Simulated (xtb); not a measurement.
xtb input (GFN1-xTB):

```bash
xtb mol.xyz --gfn 1 --opt tight --chrg 0 --uhf 0
```
mol.xyz:
```
10

N     -1.07691794    -1.40348506     0.13637376
Al     0.00000000     0.00000000     0.00000000
N     -0.67305050     1.64132262     0.03440129
N      1.74996845    -0.23783756    -0.17077505
H     -0.77508693    -2.34779624     0.31271914
H     -2.07955920    -1.37249948     0.04877435
H     -1.61264464     1.87430552     0.31153860
H     -0.17144767     2.47643941    -0.22034920
H      2.44360325     0.48472995    -0.06738155
H      2.19513520    -1.11517916    -0.38530134
```

Output:

```
           -------------------------------------------------
          |                Calculation Setup                |
           -------------------------------------------------

           -------------------------------------------------
          |                 G F N 1 - x T B                 |
           -------------------------------------------------

        Reference                      10.1021/acs.jctc.7b00118
      * Hamiltonian:
        H0-scaling (s, p, d)           1.850000    2.250000    2.000000
        zeta-weighting                 0.000000
      * Dispersion:
        s8                             2.400000
        a1                             0.630000
        a2                             5.000000
        s9                             0.000000
      * Repulsion:
        kExp                           1.500000
        rExp                           1.000000
      * Coulomb:
        alpha                          2.000000
        third order                    atomic
        anisotropic                    false
      * Halogen bond correction:
        rad-scale                      1.300000
        damping                        0.440000

          ...................................................
          :                      SETUP                      :
          :.................................................:
          :  # basis functions                  34          :
          :  # atomic orbitals                  33          :
          :  # shells                           21          :
          :  # electrons                        24          :
          :  # halogen bonds                     0          :
          :  max. iterations                   250          :
          :  Hamiltonian                  GFN1-xTB          :
          :  restarted?                      false          :
          :  GBSA solvation                  false          :
          :  PC potential                    false          :
          :  electronic temp.          300.0000000     K    :
          :  accuracy                    1.0000000          :
          :  -> integral cutoff          0.2500000E+02      :
          :  -> integral neglect         0.1000000E-07      :
          :  -> SCF convergence          0.1000000E-05 Eh   :
          :  -> wf. convergence          0.2000000E-04 e    :
          :  Broyden damping             0.4000000          :
          :  net charge                          0          :
          :  unpaired electrons                  0          :
          ...................................................

 iter      E             dE          RMSdq      gap      omega  full diag
   1    -14.2854580 -0.142855E+02  0.645E+00    4.31       0.0  T
   2    -14.3151960 -0.297380E-01  0.417E+00    5.02       1.0  T
   3    -14.3137016  0.149444E-02  0.120E+00    4.62       1.0  T
   4    -14.3193271 -0.562548E-02  0.109E-01    4.85       1.0  T
   5    -14.3193593 -0.322482E-04  0.780E-03    4.85       4.1  T
   6    -14.3193600 -0.684855E-06  0.184E-03    4.84      17.2  T
   7    -14.3193600 -0.106360E-07  0.528E-04    4.84      59.9  T
[...]
    * Orbital Energies and Occupations

         #    Occupation            Energy/Eh            Energy/eV
      -------------------------------------------------------------
         1        2.0000           -0.7140730             -19.4309
         2        2.0000           -0.7140730             -19.4309
         3        2.0000           -0.7032815             -19.1373
         4        2.0000           -0.5187254             -14.1152
         5        2.0000           -0.5187254             -14.1152
         6        2.0000           -0.5116548             -13.9228
         7        2.0000           -0.5081236             -13.8267
         8        2.0000           -0.4429957             -12.0545
         9        2.0000           -0.4429957             -12.0545
        10        2.0000           -0.3921097             -10.6698
        11        2.0000           -0.3732426             -10.1564
        12        2.0000           -0.3732426             -10.1564 (HOMO)
        13                         -0.2008766              -5.4661 (LUMO)
        14                         -0.0914928              -2.4896
        15                         -0.0893822              -2.4322
        16                         -0.0893822              -2.4322
        17                         -0.0797433              -2.1699
        18                         -0.0797433              -2.1699
        19                         -0.0139678              -0.3801
        20                         -0.0099990              -0.2721
        21                          0.0147831               0.4023
        22                          0.0147831               0.4023
        23                          0.1574132               4.2834
       ...                                ...                  ...
        33                          1.1518579              31.3436
      -------------------------------------------------------------
                  HL-Gap            0.1723660 Eh            4.6903 eV
             Fermi-level           -0.2870596 Eh           -7.8113 eV

  Mulliken/CM5 charges         n(s)   n(p)   n(d)
     1N    -0.57755 -0.99950   1.433  4.144  0.000
     2Al    0.51978  0.63060   0.983  1.065  0.432
     3N    -0.57755 -0.99950   1.433  4.144  0.000
     4N    -0.57755 -0.99950   1.433  4.144  0.000
     5H     0.20214  0.39465   0.798  0.000  0.000
     6H     0.20214  0.39465   0.798  0.000  0.000
     7H     0.20214  0.39465   0.798  0.000  0.000
     8H     0.20214  0.39465   0.798  0.000  0.000
     9H     0.20214  0.39465   0.798  0.000  0.000
    10H     0.20214  0.39465   0.798  0.000  0.000

Wiberg/Mayer (AO) data.
largest (>0.10) Wiberg bond orders for each atom

 ---------------------------------------------------------------------------
     #   Z sym  total        # sym  WBO       # sym  WBO       # sym  WBO
 ---------------------------------------------------------------------------
     1   7 N    3.057 --     2 Al   1.115     6 H    0.910     5 H    0.910
     2  13 Al   3.550 --     4 N    1.115     1 N    1.115     3 N    1.115
     3   7 N    3.057 --     2 Al   1.115     7 H    0.910     8 H    0.910
     4   7 N    3.057 --     2 Al   1.115     9 H    0.910    10 H    0.910
     5   1 H    0.959 --     1 N    0.910
     6   1 H    0.959 --     1 N    0.910
     7   1 H    0.959 --     3 N    0.910
     8   1 H    0.959 --     3 N    0.910
     9   1 H    0.959 --     4 N    0.910
    10   1 H    0.959 --     4 N    0.910
 ---------------------------------------------------------------------------

Topologies differ in total number of bonds
Writing topology from bond orders to xtbtopo.mol

 dipole moment from electron density (au)
     X       Y       Z
  -0.0000   0.0000  -0.0000  total (Debye):    0.000

           -------------------------------------------------
          |                Geometry Summary                 |
           -------------------------------------------------

      molecular mass/u    :       75.0492927
   center of mass at/Å    :       -0.0000000       0.0000000      -0.0000000
  moments of inertia/u·Å² :        0.8606153E+02   0.8606153E+02   0.1721231E+03
rotational constants/cm⁻¹ :        0.1958788E+00   0.1958788E+00   0.9793942E-01

 * 9 selected distances

     #   Z          #   Z                                           value/Å
     1   7 N        2  13 Al                                      1.7861485 (max)
     2  13 Al       3   7 N                                       1.7861485
     2  13 Al       4   7 N                                       1.7861485
     1   7 N        5   1 H                                       1.0082663
     1   7 N        6   1 H                                       1.0082662
     3   7 N        7   1 H                                       1.0082662 (min)
     3   7 N        8   1 H                                       1.0082662
     4   7 N        9   1 H                                       1.0082663
     4   7 N       10   1 H                                       1.0082663

 * 2 distinct bonds (by element types)

   Z      Z             #   av. dist./Å        max./Å        min./Å
   1 H    7 N           6     1.0082662     1.0082663     1.0082662
   7 N   13 Al          3     1.7861485     1.7861485     1.7861485

optimized geometry written to: xtbopt.xyz

           -------------------------------------------------
          | TOTAL ENERGY              -14.174688383759 Eh   |
          | GRADIENT NORM               0.000435453965 Eh/α |
          | HOMO-LUMO GAP               4.690318275342 eV   |
           -------------------------------------------------

------------------------------------------------------------------------
------------------------------------------------------------------------
Note: The following floating-point exceptions are signalling: IEEE_DENORMAL
normal termination of xtb
 total:
 SCF:
 ANC optimizer:
```
